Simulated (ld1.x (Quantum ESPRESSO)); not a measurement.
**What one change does to a pseudopotential (ruthenium (Ru), RRKJ)**

- Element: Ru (Z = 44)
- Generator: ld1.x (Quantum ESPRESSO) 7.5
- Type: norm-conserving RRKJ (Kleinman–Bylander form)
- Functional: PBE
- Relativity: scalar-relativistic
- Frozen core: [Ar] 3d10
- Valence charge: 16
- Reference configuration: 4s2 4p6 4d7 5s1 5p0
- Partial waves: 4s (bound): rc 1.65 bohr; 4p (bound): rc 1.75 bohr; 4d (bound): rc 1.35 bohr
- Local potential: the d channel
- Core correction: none
- rho0: 0.001

Occupied shells without a wave of their own: 5s. They enter only through the test configuration that unscreens the potential.

All-electron outer shells of the reference configuration (PBE, scalar-relativistic, ld1.x):

```
shell  level (eV)  outermost node (bohr)  outermost maximum (bohr)
   3p     -447.22                   0.16                      0.36
   3d     -273.12                      –                      0.30
   4s      -76.37                   0.48                      0.92
   4p      -46.42                   0.49                      0.98
   4d       -5.20                   0.48                      1.21
   5s       -4.24                   1.24                      2.73
   5p       -0.91                   1.41                      3.97
```

Change: wave 4d (bound): rc 1.35 bohr becomes 4d (bound): rc 0.86 bohr.

Cutoffs: the cutoffs (Ry, on a coarse ladder) from which the occupation-weighted sum of valence levels, in a spherical-Bessel basis at the reference potential, stays within 10 and 1 mRy of its value at 400 Ry; they do not see the model core or the augmentation charge, which bear on the density cutoff. Errors are all-electron minus pseudo energies relative to the spin-unpolarised reference configuration.

Predict the effect on cutoff, ghosts and configuration errors.

A bound ghost appears in s, which as a rule spoils a file; of the 7 tests that both files solve, the error grows in 2 and shrinks in 5 by more than 15 % and 0.3 meV (median size 69.1 → 30.8 meV); the range in which the s phases agree widens (upper end 1.4 → at the end of the scan).

| quantity | base | changed |
| --- | --- | --- |
| cutoff, loose | 60 Ry | 300 Ry |
| cutoff, tight | 70 Ry | over 300 Ry |
| loose cutoff by channel (10 mRy a level) | s 50 Ry, p 25 Ry, d 45 Ry | s 50 Ry, p 25 Ry, d 230 Ry |
| bound ghosts | none | s |
| error for 4s2 4p6 4d7 5s0 5p0, meV [ΔE 7.29 eV] | +56 | -14 |
| error for 4s2 4p6 4d6 5s0 5p0, meV [ΔE 25.48 eV] | +86 | -13 |
| error for 4s2 4p6 4d5 5s0 5p0, meV [ΔE 56.10 eV] | +125 | -1.1 |
| error for 4s1 4p6 4d7 5s1 5p0, meV [ΔE 82.69 eV] | -5.1 | +41 |
| error for 4s2 4p6 4d7 5s0 5p1, meV [ΔE 3.46 eV] | +69 | +31 |
| error for 4s2 4p6 4d4 5s0 5p0, meV [ΔE 100.61 eV] | +182 | +34 |
| error for 4s2 4p6 4d6 5s1 5p1, meV [ΔE 5.65 eV] | +36 | +72 |
| s: phases at 1.91 bohr within 0.05 rad from the reference energy up to (Ry; the scan ends near 5) | 1.4 | to the end of the scan |
| p: phases at 1.91 bohr within 0.05 rad from the reference energy up to (Ry; the scan ends near 5) | 1.9 | 1.4 |
| d: phases at 1.91 bohr within 0.05 rad from the reference energy up to (Ry; the scan ends near 5) | to the end of the scan | 4.3 |

 A true bound ghost makes a file unfit for plane-wave use even where its test errors are small: the radial tests pick states by their node count and pass the ghost by.
